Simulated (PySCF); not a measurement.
# From computed data to an observable: dipole moment from atomic charges

Sn(F)(Cl)(NH2)2 (ClFH₄N₂Sn), SMILES [NH2][Sn]([F])([Cl])[NH2]. Atoms are numbered in the order given.

```xyz
9

N     -1.7182    -1.2483    -0.2984
Sn    -0.0329    -0.2101     0.1046
N      1.6188    -1.3204    -0.2329
F     -0.2677     0.3054     1.9619
Cl     0.2911     1.8034    -1.0690
H     -1.8546    -1.3763    -1.3028
H     -2.5410    -0.7612     0.0622
H      1.7403    -2.0438     0.4783
H      2.4584    -0.7388    -0.2316
```

The structure is a stationary point at r2SCAN-D4/def2-SVP. The structure was generated by enumeration; whether it is a known compound was not checked. The def2 effective core potentials stand for the cores of Sn; spin–orbit coupling is left out. The values are those of a single conformer.

Charges (e) from PBE/def2-TZVP in PySCF:

```json
[
 {"atom": "N1", "ESP fit": "-0.732", "Mulliken": "-0.693"},
 {"atom": "Sn2", "ESP fit": "0.837", "Mulliken": "1.189"},
 {"atom": "N3", "ESP fit": "-0.809", "Mulliken": "-0.696"},
 {"atom": "F4", "ESP fit": "-0.353", "Mulliken": "-0.442"},
 {"atom": "Cl5", "ESP fit": "-0.244", "Mulliken": "-0.343"},
 {"atom": "H6", "ESP fit": "0.308", "Mulliken": "0.244"},
 {"atom": "H7", "ESP fit": "0.314", "Mulliken": "0.249"},
 {"atom": "H8", "ESP fit": "0.358", "Mulliken": "0.245"},
 {"atom": "H9", "ESP fit": "0.321", "Mulliken": "0.248"}
]
```

The dipole moment of the full density is 2.05 D.

What dipole moment does each set of point charges give, and which comes closer to that of the density?


μ = Σ q r, and 1 e Å = 4.8032 D.
ESP fit: Σ q r = (-0.013, -0.373, -0.222) e Å, |μ| = 2.09 D.
Mulliken: Σ q r = (-0.006, -0.429, -0.250) e Å, |μ| = 2.38 D.
ESP fit comes closer in size. Point charges leave out the atoms' own dipoles (lone pairs, polarised bonds); fits to the potential absorb them, partitions of the density don't.
